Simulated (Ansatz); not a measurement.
BGeH6NSe (`B[Se][GeH2][NH2]`), relaxed with RKS PBE0-D4/def2-TZVP in Ansatz from a PBE-D4/def2-SVP geometry. The force threshold is 0.005 eV/Å; the program also tests the step.

Total charge 0; spin multiplicity 1.

Start:

```xyz
10

B     1.022    1.299    1.264
Se    0.528   -0.446    1.854
Ge   -0.590   -1.268   -0.147
N    -0.629   -0.096   -1.569
H     0.757    1.700    0.147
H     1.617    1.983    2.071
H    -2.056   -1.575    0.247
H     0.175   -2.536   -0.602
H     0.306    0.163   -1.905
H    -1.129    0.776   -1.360
```

(1) By how much does the energy fall, and how many steps does the optimiser take? (An estimate is asked.)

(2) Which bonds change most? (Estimate.)

(3) Give the relaxed structure. (An estimate is asked.)

Results:

(1) The calculation gave: 3.64 kJ/mol, in 6 steps, 1 of them rejected.

(2) Computed: Se2–Ge3 from 2.435 to 2.400 Å; B1–H5 from 1.215 to 1.192 Å; B1–H6 from 1.214 to 1.192 Å; Ge3–N4 from 1.843 to 1.825 Å.

(3) The calculation gave: 
```xyz
10

B     1.024    1.299    1.270
Se    0.518   -0.443    1.824
Ge   -0.585   -1.254   -0.147
N    -0.626   -0.098   -1.559
H     0.771    1.711    0.179
H     1.608    1.956    2.075
H    -2.033   -1.559    0.256
H     0.178   -2.511   -0.586
H     0.284    0.145   -1.926
H    -1.139    0.755   -1.385
```
